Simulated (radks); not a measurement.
The aluminium ion Al3+, 10 electrons, occupied as [Ne]. Method: scalar-relativistic Kohn-Sham, AM05, spin-polarised, spherical densities, finite nucleus; Fermi nuclear charge, rms radius 3.061 fm; computed with a radial shooting solver on a logarithmic mesh with Libxc functionals.

Normalised radial functions P(r) = r R(r), r in bohr:

r,1s,2s
0.008642,0.7062,0.1841
0.01056,0.8407,0.2190
0.01289,0.9953,0.2590
0.01587,1.1779,0.3060
0.01939,1.3735,0.3559
0.02368,1.5857,0.4093
0.02892,1.8084,0.4641
0.03561,2.0410,0.5187
0.04349,2.2508,0.5637
0.05312,2.4281,0.5940
0.06489,2.5502,0.6002
0.07989,2.5928,0.5692
0.09758,2.5305,0.4912
0.1192,2.3542,0.3554
0.1456,2.0669,0.1562
0.1792,1.6758,-0.1147
0.2189,1.2564,-0.4199
0.2674,0.8503,-0.7374
0.3266,0.5086,-1.0230
0.3989,0.2621,-1.2275
0.4911,0.1086,-1.3111
0.5998,0.0373,-1.2507
0.7326,0.0098,-1.0687
0.8948,0.0019,-0.8108
1.102,0.0002,-0.5279
1.346,0.0000,-0.2982
1.644,0.0000,-0.1402
2.007,0.0000,-0.0530

1s: eigenvalue -1540.4 eV, 0 radial nodes, <r> = 0.120 bohr, 90 % of the charge inside 0.215 bohr. 2s: eigenvalue -142.07 eV, 1 radial node at r = 0.165 bohr, <r> = 0.624 bohr, 90 % of the charge inside 0.987 bohr.
